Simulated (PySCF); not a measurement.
# How the method moves the HOMO and LUMO of `O[Si](O)(O)O`

Species: H₄O₄Si.
Geometry (PBE0-D3(BJ)/def2-SVP, Å), atoms numbered from 1 in this order:
```
atom  x, y, z in Å
O1     0.0294    0.9658   -1.3422
Si2    0.0012    0.0026   -0.0054
O3    -1.0216    0.7251    1.0657
O4    -0.4371   -1.4964   -0.5299
O5     1.4346   -0.1876    0.7850
H6    -0.0534    1.9080   -1.1695
H7    -0.8845    0.4811    1.9856
H8    -1.0446   -1.5068   -1.2751
H9     2.0031   -0.8798    0.4352
```

Basis pcSseg-2 throughout (PySCF), one geometry. Isolated species at its PBE0-D3(BJ)/def2-SVP geometry, gas phase.

Problem. How do the orbital energies, the gap and the dipole change with the method?

Solution. 
```json
{"method": "BLYP", "kind": "GGA", "HOMO (eV)": "-7.38", "LUMO (eV)": "-0.93", "gap (eV)": "6.45", "μ (D)": "0.05", "SCF cycles": "14"}
{"method": "OPBE", "kind": "GGA", "HOMO (eV)": "-7.39", "LUMO (eV)": "-0.65", "gap (eV)": "6.74", "μ (D)": "0.05", "SCF cycles": "14"}
{"method": "PBE", "kind": "GGA", "HOMO (eV)": "-7.47", "LUMO (eV)": "-0.88", "gap (eV)": "6.59", "μ (D)": "0.05", "SCF cycles": "14"}
{"method": "B97-D", "kind": "GGA", "HOMO (eV)": "-7.49", "LUMO (eV)": "-0.71", "gap (eV)": "6.78", "μ (D)": "0.05", "SCF cycles": "14"}
{"method": "BP86", "kind": "GGA", "HOMO (eV)": "-7.58", "LUMO (eV)": "-0.80", "gap (eV)": "6.79", "μ (D)": "0.05", "SCF cycles": "14"}
{"method": "KT3", "kind": "GGA", "HOMO (eV)": "-7.61", "LUMO (eV)": "-1.07", "gap (eV)": "6.54", "μ (D)": "0.05", "SCF cycles": "15"}
{"method": "KT2", "kind": "GGA", "HOMO (eV)": "-7.62", "LUMO (eV)": "-0.98", "gap (eV)": "6.64", "μ (D)": "0.05", "SCF cycles": "15"}
{"method": "LDA", "kind": "LDA", "HOMO (eV)": "-7.67", "LUMO (eV)": "-1.01", "gap (eV)": "6.67", "μ (D)": "0.05", "SCF cycles": "14"}
{"method": "B97-2", "kind": "global hybrid", "HOMO (eV)": "-8.92", "LUMO (eV)": "-0.02", "gap (eV)": "8.90", "μ (D)": "0.05", "SCF cycles": "13"}
{"method": "B3LYP", "kind": "global hybrid", "HOMO (eV)": "-8.96", "LUMO (eV)": "-0.43", "gap (eV)": "8.53", "μ (D)": "0.05", "SCF cycles": "12"}
{"method": "PBE0", "kind": "global hybrid", "HOMO (eV)": "-9.23", "LUMO (eV)": "-0.06", "gap (eV)": "9.18", "μ (D)": "0.05", "SCF cycles": "12"}
{"method": "mPW1PW91", "kind": "global hybrid", "HOMO (eV)": "-9.26", "LUMO (eV)": "-0.05", "gap (eV)": "9.22", "μ (D)": "0.05", "SCF cycles": "12"}
{"method": "CAM-B3LYP", "kind": "range-separated hybrid", "HOMO (eV)": "-10.77", "LUMO (eV)": "0.61", "gap (eV)": "11.38", "μ (D)": "0.05", "SCF cycles": "12"}
{"method": "BHandHLYP", "kind": "global hybrid", "HOMO (eV)": "-10.96", "LUMO (eV)": "0.49", "gap (eV)": "11.45", "μ (D)": "0.05", "SCF cycles": "11"}
{"method": "wB97X-D", "kind": "range-separated hybrid", "HOMO (eV)": "-11.18", "LUMO (eV)": "1.71", "gap (eV)": "12.90", "μ (D)": "0.05", "SCF cycles": "12"}
{"method": "LC-wPBE", "kind": "range-separated hybrid", "HOMO (eV)": "-12.14", "LUMO (eV)": "1.88", "gap (eV)": "14.03", "μ (D)": "0.05", "SCF cycles": "12"}
{"method": "HF", "kind": "Hartree–Fock", "HOMO (eV)": "-13.74", "LUMO (eV)": "2.33", "gap (eV)": "16.07", "μ (D)": "0.05", "SCF cycles": "9"}
```

The HOMO spans 6.36 eV, from BLYP down to HF, and the gap runs from 6.45 eV (BLYP) to 16.07 eV (HF). Over the methods BLYP (0 %), OPBE (0 %), PBE (0 %), B97-D (0 %), BP86 (0 %), KT3 (0 %), KT2 (0 %), LDA (0 %), B97-2 (21 %), B3LYP (20 %), PBE0 (25 %), mPW1PW91 (25 %), BHandHLYP (50 %), HF (100 %), a straight line through the gap against the share of exact exchange rises by 0.95 eV for each 10 % (correlation coefficient 0.999). The dipole ranges from 0.05 D (KT3) to 0.05 D (HF). This basis has no diffuse functions.

The vertical ΔSCF ionisation energy at PBE0/def2-SVPD is 11.51 eV; −ε(HOMO) comes closest to it with wB97X-D (11.18 eV).
